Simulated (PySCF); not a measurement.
# N(2+): excitation energy

N(2+) [He] 2s2 2p1 (2P) → N(2+) [He] 2s1 2p2 (4P), as a difference of total energies. Calculation: PySCF 2.14, in dyall-av2z (11s7p2d, 42 functions); no relativity, point nucleus. Correlated levels: valence: 1s2 frozen; virtual orbitals above 40 to 60 times the deepest correlated orbital energy dropped. The calculations carry no spin-orbit coupling.

| method | excitation energy (eV) |
| --- | --- |
| UHF | 5.132 |
| LDA | 6.527 |
| PBE | 6.593 |
| PBE0 | 6.467 |
| r2SCAN | 5.813 |
| revPBE | 6.663 |
| CAM-B3LYP | 6.971 |
| wB97X-V | 7.030 |
| HSE06 | 6.456 |
| MP2 (valence) | 6.276 |
| SCS-MP2 (valence) | 6.671 |

Q: How much does correlation contribute at MP2 (valence)?

A: 6.276 − (5.132) = 1.144 eV, measured against UHF.
